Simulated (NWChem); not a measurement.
Program: NWChem. System: CH$_{3}$AlF$_{2}$, charge 0, spin multiplicity 1, at a geometry optimised with PBE0/def2-SVP. The structure started from a generated list of species. Level: G0W0@PBE/def2-TZVP, RI basis def2-tzvp-rifit.

Job file:

```
start mol
memory heap 200 mb stack 700 mb global 1700 mb
geometry units angstroms nocenter noautoz noautosym
  Al     0.048744     0.042329     0.000922
  C     -1.477682    -1.132435    -0.054661
  H     -1.268975    -2.007435    -0.691497
  H     -2.373059    -0.627940    -0.446915
  H     -1.709680    -1.517940     0.951227
  F     -0.005476     1.608655    -0.543296
  F      1.514823    -0.453360     0.599203
end
basis spherical
  * library def2-tzvp
end
basis "ri basis" bse spherical
  * library def2-tzvp-rifit
end
dft
  xc xpbe96 cpbe96
  iterations 100
  direct
  tolerances tight
end
task dft energy
gw
  states alpha occ 4 vir 2
end
task dft gw
```

NWChem printed:

```
             Northwest Computational Chemistry Package (NWChem) 7.3.0
             --------------------------------------------------------

                                NWChem Input Module
                                -------------------

 Scaling coordinates for geometry "geometry" by  1.889725989
 (inverse scale =  0.529177249)

                             Geometry "geometry" -> ""
                             -------------------------

 Output coordinates in angstroms (scale by  1.889725989 to convert to a.u.)

  No.       Tag          Charge          X              Y              Z
 ---- ---------------- ---------- -------------- -------------- --------------
    1 Al                  13.0000     0.04874400     0.04232900     0.00092200
    2 C                    6.0000    -1.47768200    -1.13243500    -0.05466100
    3 H                    1.0000    -1.26897500    -2.00743500    -0.69149700
    4 H                    1.0000    -2.37305900    -0.62794000    -0.44691500
    5 H                    1.0000    -1.70968000    -1.51794000     0.95122700
    6 F                    9.0000    -0.00547600     1.60865500    -0.54329600
    7 F                    9.0000     1.51482300    -0.45336000     0.59920300

 Effective nuclear repulsion energy (a.u.)     155.0780528830

            Nuclear Dipole moment (a.u.)
            ----------------------------
        X                 Y               Z
 ---------------- ---------------- ----------------
    -0.0000207870     0.0000132281    -0.0000037795


 Summary of "ao basis" -> "" (spherical)
 ------------------------------------------------------------------------------
       Tag                 Description            Shells   Functions and Types
 ---------------- ------------------------------  ------  ---------------------
 *                         def2-tzvp                  on all atoms

 new library libraries.bse/

 Summary of "ri basis" -> "" (spherical)
 ------------------------------------------------------------------------------
       Tag                 Description            Shells   Functions and Types
 ---------------- ------------------------------  ------  ---------------------
 *                      def2-tzvp-rifit               on all atoms

  pbe96 is a nonlocal functional; adding pw91lda local functional.

                                 NWChem DFT Module
                                 -----------------

 Summary of "ao basis" -> "ao basis" (spherical)
 ------------------------------------------------------------------------------
       Tag                 Description            Shells   Functions and Types
 ---------------- ------------------------------  ------  ---------------------
 Al                        def2-tzvp                13       37   5s5p2d1f
 C                         def2-tzvp                11       31   5s3p2d1f
 H                         def2-tzvp                 4        6   3s1p
 F                         def2-tzvp                11       31   5s3p2d1f

 Summary of "ao basis" -> "ao basis" (spherical)
 ------------------------------------------------------------------------------
       Tag                 Description            Shells   Functions and Types
 ---------------- ------------------------------  ------  ---------------------
 Al                        def2-tzvp                13       37   5s5p2d1f
 C                         def2-tzvp                11       31   5s3p2d1f
 H                         def2-tzvp                 4        6   3s1p
 F                         def2-tzvp                11       31   5s3p2d1f

            General Information
            -------------------
          SCF calculation type: DFT
          Wavefunction type:  closed shell.
          No. of atoms     :     7
          No. of electrons :    40
           Alpha electrons :    20
            Beta electrons :    20
          Charge           :     0
          Spin multiplicity:     1
          Use of symmetry is: off; symmetry adaption is: off
          Maximum number of iterations: 100
          This is a Direct SCF calculation.
          AO basis - number of functions:   148
                     number of shells:    58
          Convergence on energy requested:  1.00D-06
          Convergence on density requested:  1.00D-05
          Convergence on gradient requested:  5.00D-04

              XC Information
              --------------
          PerdewBurkeErnzerhof Exchange Functional  1.000
            Perdew 1991 LDA Correlation Functional  1.000 local
           PerdewBurkeErnz. Correlation Functional  1.000 non-local

             Grid Information
             ----------------
          Grid used for XC integration:  medium
          Radial quadrature: Mura-Knowles
          Angular quadrature: Lebedev.
          Tag              B.-S. Rad. Rad. Pts. Rad. Cut. Ang. Pts.
          ---              ---------- --------- --------- ---------
          Al                  1.25       88           9.0       590
          C                   0.70       49           9.0       434
          H                   0.35       45          10.0       434
          F                   0.50       49          11.0       434
          Grid pruning is: on
          Number of quadrature shells:   370
          Spatial weights used:  Erf1

          Convergence Information
          -----------------------
          Convergence aids based upon iterative change in
          total energy or number of iterations.
          Levelshifting, if invoked, occurs when the
          HOMO/LUMO gap drops below (HL_TOL):  1.00D-02
          DIIS, if invoked, will attempt to extrapolate
          using up to (NFOCK): 10 stored Fock matrices.

                    Damping( 0%)  Levelshifting(0.5)       DIIS
                  --------------- ------------------- ---------------
          dE  on:    start            ASAP                start
          dE off:    2 iters        100 iters           100 iters

      Screening Tolerance Information
      -------------------------------
          Density screening/tol_rho:  1.00D-10
          AO Gaussian exp screening on grid/accAOfunc:  14
          CD Gaussian exp screening on grid/accCDfunc:  20
          XC Gaussian exp screening on grid/accXCfunc:  20
          Schwarz screening/accCoul:  1.00D-08

      Superposition of Atomic Density Guess
      -------------------------------------

 Sum of atomic energies:        -479.88173642

      Non-variational initial energy
      ------------------------------

 Total energy =    -480.672261
 1-e energy   =    -974.877264
 2-e energy   =     339.126951
 HOMO         =      -0.421662
 LUMO         =      -0.039180

   convergence    iter        energy       DeltaE   RMS-Dens  Diis-err    time
 ---------------- ----- ----------------- --------- --------- ---------  ------
 d= 0,ls=0.0,diis     1   -481.7969053323 -6.37D+02  9.20D-03  1.55D+00     2.8
 d= 0,ls=0.0,diis     2   -481.3894749451  4.07D-01  6.23D-03  6.53D+00     5.0
 d= 0,ls=0.0,diis     3   -481.9184897652 -5.29D-01  7.11D-04  5.34D-02     7.2
 d= 0,ls=0.0,diis     4   -481.9207661770 -2.28D-03  4.59D-04  1.34D-02     9.4
 d= 0,ls=0.0,diis     5   -481.9222396865 -1.47D-03  1.30D-04  1.22D-03    11.6
 d= 0,ls=0.0,diis     6   -481.9224027322 -1.63D-04  1.50D-05  1.18D-05    13.8
 d= 0,ls=0.0,diis     7   -481.9224033385 -6.06D-07  5.61D-06  5.90D-06    16.0

         Total DFT energy =     -481.922403338477
      One electron energy =     -978.786775128615
           Coulomb energy =      387.639399306901
    Exchange-Corr. energy =      -45.853080399799
 Nuclear repulsion energy =      155.078052883037

 Numeric. integr. density =       40.000003496074

     Total iterative time =     15.3s

                       DFT Final Molecular Orbital Analysis
                       ------------------------------------

 Vector   18  Occ=2.000000D+00  E=-3.442732D-01
              MO Center=  7.6D-01,  5.2D-01,  4.6D-02, r^2= 2.4D+00
   Bfn.  Coefficient  Atom+Function         Bfn.  Coefficient  Atom+Function
  ----- ------------  ---------------      ----- ------------  ---------------
   125     -0.324210  7 F  pz                94      0.313417  6 F  pz
   128     -0.260403  7 F  pz                97      0.251730  6 F  pz
   131     -0.171791  7 F  pz               100      0.165952  6 F  pz
   124     -0.109928  7 F  py                93      0.105473  6 F  py
   123      0.095388  7 F  px                92     -0.091591  6 F  px

 Vector   19  Occ=2.000000D+00  E=-3.327547D-01
              MO Center=  6.1D-01,  4.9D-01,  1.9D-02, r^2= 2.8D+00
   Bfn.  Coefficient  Atom+Function         Bfn.  Coefficient  Atom+Function
  ----- ------------  ---------------      ----- ------------  ---------------
    92      0.334482  6 F  px               124     -0.327195  7 F  py
    95      0.266096  6 F  px               127     -0.259664  7 F  py
    98      0.174412  6 F  px               130     -0.167194  7 F  py
    94      0.101251  6 F  pz               123     -0.086245  7 F  px
   125      0.085485  7 F  pz                97      0.079832  6 F  pz

 Vector   20  Occ=2.000000D+00  E=-2.926767D-01
              MO Center= -8.9D-01, -6.8D-01, -3.4D-02, r^2= 2.4D+00
   Bfn.  Coefficient  Atom+Function         Bfn.  Coefficient  Atom+Function
  ----- ------------  ---------------      ----- ------------  ---------------
    43      0.245739  2 C  px                 4      0.226662  1 Al s
    44      0.198896  2 C  py                46      0.196008  2 C  px
    15     -0.171316  1 Al px                47      0.155302  2 C  py
   123      0.143614  7 F  px                 3     -0.131192  1 Al s
    16     -0.128530  1 Al py                49      0.128037  2 C  px

 Vector   21  Occ=0.000000D+00  E=-5.202327D-02
              MO Center= -1.5D-01, -1.2D-01,  1.6D-02, r^2= 4.8D+00
   Bfn.  Coefficient  Atom+Function         Bfn.  Coefficient  Atom+Function
  ----- ------------  ---------------      ----- ------------  ---------------
    42     -1.345902  2 C  s                  5      1.323172  1 Al s
    71      0.444764  3 H  s                 83      0.425437  5 H  s
    77      0.261145  4 H  s                  4      0.251699  1 Al s
    49     -0.220952  2 C  px                91     -0.217132  6 F  s
   122     -0.188170  7 F  s                  3     -0.174689  1 Al s

 Vector   22  Occ=0.000000D+00  E=-3.806153D-02
              MO Center= -1.0D-01, -4.9D-02, -3.4D-02, r^2= 4.0D+00
   Bfn.  Coefficient  Atom+Function         Bfn.  Coefficient  Atom+Function
  ----- ------------  ---------------      ----- ------------  ---------------
    20      0.652132  1 Al pz                17      0.422772  1 Al pz
    83     -0.232342  5 H  s                 71      0.222369  3 H  s
    19      0.220024  1 Al py                18     -0.191861  1 Al px
    16      0.142411  1 Al py                94     -0.127614  6 F  pz
    15     -0.124372  1 Al px               125     -0.123779  7 F  pz

 Vector   23  Occ=0.000000D+00  E= 2.976947D-02
              MO Center= -9.0D-01, -7.6D-01, -1.4D-02, r^2= 8.1D+00
   Bfn.  Coefficient  Atom+Function         Bfn.  Coefficient  Atom+Function
  ----- ------------  ---------------      ----- ------------  ---------------
    42      4.001605  2 C  s                 77     -1.150981  4 H  s
    71     -1.093053  3 H  s                 83     -1.083898  5 H  s
    18      0.995463  1 Al px                 5     -0.932662  1 Al s
    19      0.921428  1 Al py                26     -0.261490  1 Al d -2
    28      0.204903  1 Al d  0              40      0.205640  2 C  s

 center of mass
 --------------
 x =   0.16214877 y =   0.12556527 z =   0.00572666

 moments of inertia (a.u.)
 ------------------
         317.798203024077         -46.959513638252         -66.296721740482
         -46.959513638252         334.170011641648          74.316623445928
         -66.296721740482          74.316623445928         551.554921302107

     Multipole analysis of the density
     ---------------------------------

     L   x y z        total         alpha         beta         nuclear
     -   - - -        -----         -----         ----         -------
     0   0 0 0     -0.000000    -20.000000    -20.000000     40.000000

     1   1 0 0     -0.723605     -0.361792     -0.361792     -0.000021
     1   0 1 0     -0.554617     -0.277315     -0.277315      0.000013
     1   0 0 1     -0.026260     -0.013128     -0.013128     -0.000004

     2   2 0 0    -23.072972    -90.009433    -90.009433    156.945894
     2   1 1 0      0.663719    -18.308540    -18.308540     37.280799
     2   1 0 1     -1.565352    -16.839828    -16.839828     32.114303
     2   0 2 0    -23.570571    -82.466912    -82.466912    141.363253
     2   0 1 1      1.902990     18.295978     18.295978    -34.688967
     2   0 0 2    -19.609736    -23.176013    -23.176013     26.742290

 Task  times  cpu:       16.0s     wall:       16.0s

                                NWChem Input Module
                                -------------------

                                 NWChem GW Module
                                 ----------------

                             ***********************
                             ***        GW       ***
                             ***********************

 Summary of "ri basis" -> "ri basis" (spherical)
 ------------------------------------------------------------------------------
       Tag                 Description            Shells   Functions and Types
 ---------------- ------------------------------  ------  ---------------------
 Al                     def2-tzvp-rifit             29      113   9s7p6d5f2g
 C                      def2-tzvp-rifit             22       76   8s6p4d3f1g
 H                      def2-tzvp-rifit              7       15   4s2p1d
 F                      def2-tzvp-rifit             22       76   8s6p4d3f1g

                 Memory Information
                 ------------------
          Available GA per process is          1699.8 MBs
          Available stack per process is        700.0 MBs
          Available heap per process is           0.0 MBs

          Peak memory in Initialization
              Peak GA per process is                 10.9 MBs
              Peak stack per process is               0.3 MBs
              Peak heap per process is               11.4 MBs
              Memory not in MA per process            0.0 MBs

          Peak memory in AFF Calculation
              Peak GA per process is                 67.0 MBs
              Peak stack per process is              50.0 MBs
              Peak heap per process is                0.0 MBs
              Memory not in MA per process           50.0 MBs

          Computing 2-center integrals
          Computing Inverse Cholesky factor
          Computing 3-center integrals
          Computing V_xc ...

          Computing Sigma_x
          Computing RPA polarizability
          Solving quasiparticle equations

                  Alpha Orbitals
          State     Energy (eV)     Error (eV)
          -----------------------------------
@GW        17        -13.645           0.003
@GW        18        -13.367           0.003
@GW        19        -13.132           0.003
@GW        20        -11.311           0.002
@GW        21          1.122           0.002
@GW        22          1.480           0.002

   Applying  -3.3468 eV scissor-shift to rest of particle states

   Applying   2.5375 eV scissor-shift to rest of hole states

     GW Timing Statistics
   ------------------------
   Init.   :          0.1s
     ERIs  :          1.0s
     Distr.:          0.0s
     Vxc   :          0.5s
   Sigma_x :          0.0s
   RPA     :          2.7s
   Wmn     :          0.0s
   Sigma_c :          0.0s
   GW total:          4.3s

 Task  times  cpu:        4.3s     wall:        4.3s

 Total times  cpu:       20.3s     wall:       20.3s
```
